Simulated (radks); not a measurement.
The argon ion Ar2+ inside a hard spherical wall (all orbitals vanish at R), configuration held at [Ne] 3s2 3p4 and not refilled when levels cross. Method: non-relativistic Kohn-Sham, LDA (Slater exchange, Perdew-Wang correlation), spin-unpolarised, spherical densities, point nucleus; computed with a radial shooting solver on a logarithmic mesh with Libxc functionals. Eigenvalues in eV, with the zero of energy where the potential of the charges vanishes at infinity; a dash marks a level that is unbound or too diffuse for the functional's potential to be trusted. A positive occupied level is held by the wall or, in an anion where self-interaction has pushed it up, behind a barrier. The pressure on the wall is -dE/dV.

R (bohr)  E (hartree)  kinetic (hartree)    e(2s)    e(2p)    e(3s)    e(3p)  e(3d, empty)  e(4s, empty)  pressure (GPa)
free       -524.28899            523.379  -323.65  -259.80  -50.193  -35.499       -14.940       -13.079               0
20         -524.28899            523.379  -323.65  -259.80  -50.193  -35.499       -14.940       -13.079        < 0.0001
15         -524.28899            523.379  -323.65  -259.80  -50.193  -35.499       -14.940       -13.079        < 0.0001
12         -524.28899            523.379  -323.65  -259.80  -50.193  -35.499       -14.940       -13.079        < 0.0001
10         -524.28899            523.379  -323.65  -259.80  -50.193  -35.499       -14.940       -13.076        < 0.0001
4          -524.26835            523.575  -322.99  -259.12  -49.741  -34.982       -13.551        -4.353            7.98
3.5        -524.21263            523.992  -321.76  -257.87  -48.898  -33.996       -11.858         3.503            37.8
3          -524.01291            525.208  -318.62  -254.67  -46.625  -31.321        -8.050        19.429             183
2.5        -523.30362            528.641  -311.20  -247.07  -40.458  -24.191         0.637        53.591             939
2          -520.73313            538.325  -294.81  -230.14  -22.539   -4.432        21.201        133.29            5430
1.5        -510.53867            568.235  -259.41  -192.98   39.016   58.360        75.025        347.99           40700
